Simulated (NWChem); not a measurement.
System: SiH4TeSO; SMILES O([SiH3])[Te]S

Input file for NWChem:

```
start job
memory heap 200 mb stack 900 mb global 1100 mb
geometry units angstroms noautoz
  Te     0.487768    -0.578264     0.110327
  S     -1.763481    -1.355958    -0.034418
  H     -1.714236    -1.832930    -1.300852
  O      0.324017     1.246897    -0.688747
  Si    -0.301880     2.564978     0.136740
  H     -1.732186     2.343799     0.509733
  H     -0.198295     3.729573    -0.788190
  H      0.478935     2.839672     1.383204
end
basis spherical
  Te library def2-svp
  S library def2-svp
  H library def2-svp
  O library def2-svp
  Si library def2-svp
end
ecp
  Te library def2-ecp
end
dft
  xc b3lyp
  iterations 150
  mulliken
end
task dft energy
```

The geometry was optimised at PBE0/def2-SVP. def2 effective core potentials on Te; no spin-orbit coupling.

Question: Give the results of this calculation. (B3LYP/def2-SVP with def2 effective core potentials on Te.) Quantities: energy (Ha); highest occupied level (eV); orbital gap (eV); dipole (D).

Answer: 
- energy (Ha) = -1033.21
- highest occupied level (eV) = -6.19
- orbital gap (eV) = 4.29
- dipole (D) = 1.34
